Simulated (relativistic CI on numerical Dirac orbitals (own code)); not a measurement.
Ligand-field terms of d7

Computed with a parametric ligand-field model of a d^n configuration (Racah B and C, spin-orbit zeta, crystal field), exact diagonalisation.

Field parameters in Wybourne normalisation: D3d B²₀ = −7Dσ, B⁴₀ = −14Dq − 21Dτ, B⁴₃ = −14√(10/7) Dq; D4h B²₀ = −7Ds, B⁴₀ = 21(Dq − Dt), B⁴₄ = 21√(5/14) Dq; Td as Oh with Dq negative (B⁴₀ = 21Dq, B⁴₄ = √(5/14) B⁴₀). The field is a parameter set, without covalency.

Ground term and bands for B = 960, C = 3680, ζ = 0 cm⁻¹, D4h, 10Dq = 15150, Ds = -1500, Dt = 520 cm⁻¹?

Ground term 4E with 2.04 electrons in the two orbitals of the cubic e set. Spin-allowed: 4A2 5611 cm⁻¹ (1782 nm), 4B2 9781 cm⁻¹ (1022 nm), 4E 14195 cm⁻¹ (704 nm), 4A2 20601 cm⁻¹ (485 nm). Lowest spin-forbidden: 2B1 6410 cm⁻¹ (1560 nm), 2A1 9332 cm⁻¹ (1072 nm), 2E 15584 cm⁻¹ (642 nm).

Ground term and bands for B = 800, C = 2890, ζ = 0 cm⁻¹, Td, 10Dq = -11400 cm⁻¹?

Ground term 4A2 with 4.00 electrons in the two orbitals of the cubic e set. Spin-allowed: 4T2 11400 cm⁻¹ (877 nm), 4T1 17861 cm⁻¹ (560 nm), 4T1 28339 cm⁻¹ (353 nm). Lowest spin-forbidden: 2E 14188 cm⁻¹ (705 nm), 2T1 14982 cm⁻¹ (667 nm), 2T2 20395 cm⁻¹ (490 nm). With an A2 ground term the first spin-allowed band lies at |10Dq| itself.

A d7 ion in Td symmetry has the ground term 4A2 and bands at 4T2 2100 cm⁻¹, 4T1 3730 cm⁻¹ (2681 nm), 4T1 17870 cm⁻¹ (560 nm), 2E 19180 cm⁻¹ (521 nm), 2T1 19454 cm⁻¹ (514 nm), 2A1 19800 cm⁻¹ (505 nm). Which parameters reproduce them?

B = 1020, C = 4540, ζ = 0 cm⁻¹, Td, 10Dq = -2100 cm⁻¹.

Ground term and bands for B = 980, C = 5080, ζ = 0 cm⁻¹, D4h, 10Dq = 19600, Ds = 3000, Dt = -300 cm⁻¹?

Ground term 4A2 with 2.01 electrons in the two orbitals of the cubic e set. Spin-allowed: 4E 9534 cm⁻¹ (1049 nm), 4E 23378 cm⁻¹ (428 nm), 4B2 27850 cm⁻¹ (359 nm), 4E 35237 cm⁻¹ (284 nm). Lowest spin-forbidden: 2A1 3428 cm⁻¹ (2917 nm), 2B1 13021 cm⁻¹ (768 nm), 2A2 19694 cm⁻¹ (508 nm).

Ground term and bands for B = 760, C = 2920, ζ = 0 cm⁻¹, D3d, 10Dq = 18350, Dσ = -1200, Dτ = 150 cm⁻¹?

Ground term 2E with 1.05 electrons in the two orbitals of the cubic e set. Spin-allowed: 2A2 16217 cm⁻¹ (617 nm), 2E 17180 cm⁻¹ (582 nm), 2A1 17739 cm⁻¹ (564 nm), 2E 18102 cm⁻¹ (552 nm). Lowest spin-forbidden: 4A2 3933 cm⁻¹ (2542 nm), 4E 5211 cm⁻¹ (1919 nm), 4A1 21557 cm⁻¹ (464 nm).
